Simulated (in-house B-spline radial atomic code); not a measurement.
Ionisation energies along the 58-electron series, configuration 1s2 2s2 2p6 3s2 3p6 3d10 4s2 4p6 4d10 4f5/2(6) 4f7/2(4) 5s2, as differences of self-consistent energies. Dirac energy differences include first-order Breit, QED and recoil terms. NIST's values go from ground level to ground level; the uncertainty of those that are theory runs from under 0.1 % in few-electron ions to several per cent in heavy many-electron ones. Computed with an all-electron radial atomic-structure program (B-spline basis): Dirac-Hartree-Fock, jj configuration that fills j = l - 1/2 first, finite nuclei.

A number in brackets counts the electrons of a j subshell.

```
  ion              configuration after  ionisation energy (eV)  IE/(q+1)² (eV)  -ε less Coulomb ΔSCF (eV)  Breit and QED recoil part (eV)  tabulated value (eV)  computed minus tabulated (eV)
Er10+  [Kr] 4d10 4f5/2(6) 4f7/2(3) 5s2                  179.17          1.4808                     3.7385                         0.14464                   201                         -21.83
Tm11+  [Kr] 4d10 4f5/2(6) 4f7/2(3) 5s2                  211.19          1.4666                     3.7351                         0.15689                   239                         -27.81
Yb12+  [Kr] 4d10 4f5/2(6) 4f7/2(4) 5s1                  261.96          1.5501                          -                        -0.36376                   279                         -17.04
Lu13+  [Kr] 4d10 4f5/2(6) 4f7/2(4) 5s1                  291.44          1.4869                          -                         -0.4031                   305                         -13.56
```
